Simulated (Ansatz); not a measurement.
An input meant for Si₄O⁺ (charge 1, doublet).

```yaml
crystal:
  periodic: [false, false, false]
  atoms:
    - {symbol: O, position_ang: [-0.833668, 1.115698, 1.155481]}
    - {symbol: Si, position_ang: [0.125976, -1.453334, -0.736559]}
    - {symbol: Si, position_ang: [1.849865, 0.019360, -1.441718]}
    - {symbol: Si, position_ang: [-1.535260, -0.439864, 0.992678]}
    - {symbol: Si, position_ang: [0.393087, 0.758140, 0.030118]}
basis:
  gaussian: {orbitals: "6-31G*"}
total_charge: 1
magnetization: {spin_polarized: true, initial_magnetization: 1}
hamiltonian: {xc: {name: r2SCAN0}, dispersion: d3bj}
smearing: {width: 0.1}
output: {forces: true}
```

```sh
$ ansatz run in.yaml --threads 4 --pin off --events-out ev --progress --plain --max-ram 4787MiB
```

Question: Predict how Ansatz answers.

Answer: The input was rejected before any iteration. The input holds a key that doesn't belong there.
```
Error: YAML parse error: error: line 14 column 1: unknown field `smearing`, expected one of crystal, accuracy, basis, kpoints, hamiltonian, magnetization, projection, total_charge, correlation, batch, efield, external_charges, scf, relax, neb, saddle, md, ramp, phonons, dielectric, real_time, elastic, magnetic_configurations, gw, evaluate, workflow, output, checkpoint, execution
12 | magnetization: {spin_polarized: true, initial_magnetization: 1}
13 | hamiltonian: {xc: {name: r2SCAN0}, dispersion: d3bj}
14 | smearing: {width: 0.1}
15 | output: {forces: true}
```
